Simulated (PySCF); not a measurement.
Species: C₄H₁₂OSi.
Numbering: `[CH3:1][SiH2:2][O:3][CH:4]([CH3:5])[CH3:6]` (hydrogens: H7, H8, H9 on C1; H10, H11 on Si2; H12 on C4; H13, H14, H15 on C5; H16, H17, H18 on C6)

Method: core-valence-separated Tamm–Dancoff BHandHLYP/aug-pcX-1 (pcseg-1 on H, def2-SVPD on Si) in PySCF, non-relativistic, gas phase, PBE0-D3(BJ)/def2-SVP geometry. Absolute energies from this functional tend to lie a few eV below measured edges; no shift was applied.

Question: List the carbon K-edge absorption lines.

Answer: 
```
E (eV)       f  core hole on          main final orbital
285.11  0.0032            C1               LUMO+1 (54 %)
285.30  0.0109            C6                 LUMO (63 %)
285.34  0.0110            C5                 LUMO (35 %)
285.80  0.0287            C1               LUMO+4 (50 %)
285.96  0.0306            C1               LUMO+6 (44 %)
286.03  0.0470         C5/C6  LUMO+3 (2 roots, f summed)
286.07  0.0288            C6                      spread
286.10  0.0309            C5                      spread
286.13  0.0111            C1                      spread
286.63  0.0186            C1                      spread
286.66  0.0110         C5/C6  spread (2 roots, f summed)
286.75  0.0032            C1               LUMO+5 (59 %)
287.00  0.0034            C5                 LUMO (42 %)
287.04  0.0334            C4                      spread
287.11  0.0050            C6               LUMO+2 (31 %)
287.18  0.0022            C6               LUMO+1 (39 %)
287.19  0.0012            C1                      spread
```

The first line with a tenth or more of the strongest one's intensity is at 285.30 eV (f = 0.011), with the hole on C6 (methyl carbon). The strongest listed is at 286.03 eV (f = 0.047, sum of 2; C5/C6).

Question: What does the O 1s absorption edge look like?

Answer: 
| E (eV) | f | core hole on | main final orbital |
| --- | --- | --- | --- |
| 532.88 | 0.0121 | O3 | spread |
| 533.51 | 0.0074 | O3 | LUMO (51 %) |
| 533.94 | 0.0038 | O3 | LUMO+1 (45 %) |
| 534.19 | 0.0074 | O3 | LUMO+2 (47 %) |
| 534.37 | 0.0192 | O3 | spread |
| 534.49 | 0.0045 | O3 | LUMO+3 (34 %) |
| 534.75 | 0.0103 | O3 | spread |

The first line with a tenth or more of the strongest one's intensity is at 532.88 eV (f = 0.012), with the hole on O3 (silyl ether oxygen). The strongest listed is at 534.37 eV (f = 0.019; O3).

Roots within 0.03 eV whose holes lie on the same, on equivalent or on shared atoms are summed into one line, and the highest roots are left out, as the search may have cut off their partners. Final orbitals are the ground state's empty Kohn–Sham orbitals.

Question: What is the summed oscillator strength of the listed C K lines, and their intensity-weighted mean energy?

Answer: Σf = 0.280 over 17 lines from 285.11 to 287.19 eV; the weighted mean is 286.19 eV. The strongest line holds 17 % of the sum.

The list ends where the root search ended, not at a threshold.

The run took about 60 s of CPU time (one thread, shared machine).

Conformer computed: `[CH3:1][SiH2:2][O:3][CH:4]([CH3:5])[CH3:6]`: C1–Si2–O3–C4 -172°, Si2–O3–C4–C5 -85°.

One conformer stands for the species.
